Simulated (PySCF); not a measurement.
PySCF input:

```python
from pyscf import gto, scf, dft

mol = gto.M(
    atom='''
    B     0.04080847   -0.05580682    0.09112762
    H    -1.00450769    0.19862766   -0.59340311
    H     0.45813034   -0.62650713    1.02303099
    H     0.34233501    0.70691356   -0.88526598
    ''',
    basis='def2-tzvpd',
    charge=1,
    spin=1,
    verbose=4,
)

mf = dft.UKS(mol, xc='mn15').density_fit(auxbasis='def2-universal-jkfit')
mf.grids.level = 4
mf.conv_tol = 1e-9
mf.max_cycle = 100
mf.max_memory = 1500
mf.kernel()
if not mf.converged:
    mf = mf.newton()
    mf.kernel(mf.make_rdm1())
for _ in range(2):
    mo, _, stable, _ = mf.stability(return_status=True)
    if stable:
        break
    mf.kernel(mf.make_rdm1(mo, mf.mo_occ))
mf.analyze()
```

Question: Which total energy does the run end on?

Answer: -26.11814 Eh (MN15/def2-TZVPD).
